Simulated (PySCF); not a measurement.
## How methods differ on the excitation energy of Co

Co [Ar] 3d7 4s2 (4F) → Co [Ar] 3d7 4s1 4p1 (high-spin determinant), as a difference of total energies. Calculation: PySCF 2.14, in aug-cc-pwCVTZ; the non-relativistic Hamiltonian (point nucleus). Correlated levels: valence: [Ar] frozen; valence and next inner shell: [Ne] frozen; nothing frozen. The calculations carry no spin-orbit coupling.

```csv
method,excitation energy (cm⁻¹)
UHF,13786
LDA,25554
PBE,23830
PBE0,22007
r2SCAN,21256
M06-L,26842
M06,30767
BP86,24219
MP2 (valence),21485
SCS-MP2 (valence),23480
MP2 (valence and next inner shell),22192
SCS-MP2 (valence and next inner shell),23617
MP2 (all electrons),22202
SCS-MP2 (all electrons),23622
```

A first-order spin-orbit estimate (lowest level to lowest level, LS coupling) adds 0.017 eV.

The determinant of the upper state mixes LS terms, which raises its energy above the lowest term, most at the Hartree-Fock and MP2 levels.
